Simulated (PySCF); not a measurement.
Molfile (atoms numbered from 1):
```
C4H11BO2
     RDKit          3D

 18 17  0  0  0  0  0  0  0  0999 V2000
   -3.1278    0.2579   -0.3560 C   0  0  0  0  0  0  0  0  0  0  0  0
   -1.8819   -0.5854   -0.1386 C   0  0  0  0  0  0  0  0  0  0  0  0
   -0.5855    0.2020   -0.2750 C   0  0  0  0  0  0  0  0  0  0  0  0
    0.6723   -0.6363   -0.0477 C   0  0  0  0  0  0  0  0  0  0  0  0
    2.0078    0.1901   -0.1538 B   0  0  0  0  0  0  0  0  0  0  0  0
    2.9741   -0.2265   -1.0261 O   0  0  0  0  0  0  0  0  0  0  0  0
    2.1422    1.3024    0.6308 O   0  0  0  0  0  0  0  0  0  0  0  0
   -3.1809    1.0848    0.3704 H   0  0  0  0  0  0  0  0  0  0  0  0
   -4.0483   -0.3366   -0.2515 H   0  0  0  0  0  0  0  0  0  0  0  0
   -3.1349    0.7065   -1.3628 H   0  0  0  0  0  0  0  0  0  0  0  0
   -1.8709   -1.4254   -0.8564 H   0  0  0  0  0  0  0  0  0  0  0  0
   -1.9154   -1.0507    0.8629 H   0  0  0  0  0  0  0  0  0  0  0  0
   -0.5951    1.0493    0.4327 H   0  0  0  0  0  0  0  0  0  0  0  0
   -0.5500    0.6577   -1.2822 H   0  0  0  0  0  0  0  0  0  0  0  0
    0.6299   -1.0802    0.9646 H   0  0  0  0  0  0  0  0  0  0  0  0
    0.7030   -1.4823   -0.7542 H   0  0  0  0  0  0  0  0  0  0  0  0
    3.7703    0.3131   -1.0426 H   0  0  0  0  0  0  0  0  0  0  0  0
    2.9715    1.7791    0.5308 H   0  0  0  0  0  0  0  0  0  0  0  0
  1  2  1  0
  2  3  1  0
  3  4  1  0
  4  5  1  0
  5  6  1  0
  5  7  1  0
  1  8  1  0
  1  9  1  0
  1 10  1  0
  2 11  1  0
  2 12  1  0
  3 13  1  0
  3 14  1  0
  4 15  1  0
  4 16  1  0
  6 17  1  0
  7 18  1  0
M  END
```

Geometry: PBE0-D3(BJ)/def2-SVP; GIAO absolute shieldings from PySCF 2.14, gas phase, non-relativistic, averaged over equivalent atoms.

At PBE0/pcSseg-1 (174 basis functions, 25 s wall time on 1 thread of an Arm Neoverse V1, shared host):
| atoms | σ (ppm) |
| --- | --- |
| C3 | 153.5 |
| C2 | 153.6 |
| C4 | 167.5 |
| C1 | 167.6 |
| B5 | 69.8 |
| O6/O7 | 210.9 |
| H17/H18 | 28.49 |
| H11/H12 | 30.11 |
| H13/H14 | 30.12 |
| H8/H9/H10 | 30.30 |
| H15/H16 | 30.66 |

Estimate the result of repeating the calculation with WP04/pcSseg-1.

Results:


```json
{"atoms": "C3", "σ at WP04/pcSseg-1": "140.6", "change": "-12.9"}
{"atoms": "C2", "σ at WP04/pcSseg-1": "140.6", "change": "-13.0"}
{"atoms": "C4", "σ at WP04/pcSseg-1": "155.1", "change": "-12.4"}
{"atoms": "C1", "σ at WP04/pcSseg-1": "154.1", "change": "-13.5"}
{"atoms": "B5", "σ at WP04/pcSseg-1": "64.0", "change": "-5.8"}
{"atoms": "O6/O7", "σ at WP04/pcSseg-1": "209.1", "change": "-1.8"}
{"atoms": "H17/H18", "σ at WP04/pcSseg-1": "28.81", "change": "+0.32"}
{"atoms": "H11/H12", "σ at WP04/pcSseg-1": "30.46", "change": "+0.35"}
{"atoms": "H13/H14", "σ at WP04/pcSseg-1": "30.45", "change": "+0.33"}
{"atoms": "H8/H9/H10", "σ at WP04/pcSseg-1": "30.63", "change": "+0.33"}
{"atoms": "H15/H16", "σ at WP04/pcSseg-1": "30.99", "change": "+0.33"}
```

The largest change is at C1 (methyl carbon). Cost: 174 basis functions, 17 s wall time on 1 thread of an Arm Neoverse V1, shared host. The order of the carbon signals changes between the two levels.

A carbon bonded to boron is broadened by the quadrupolar boron nucleus and is often missing from a measured spectrum.
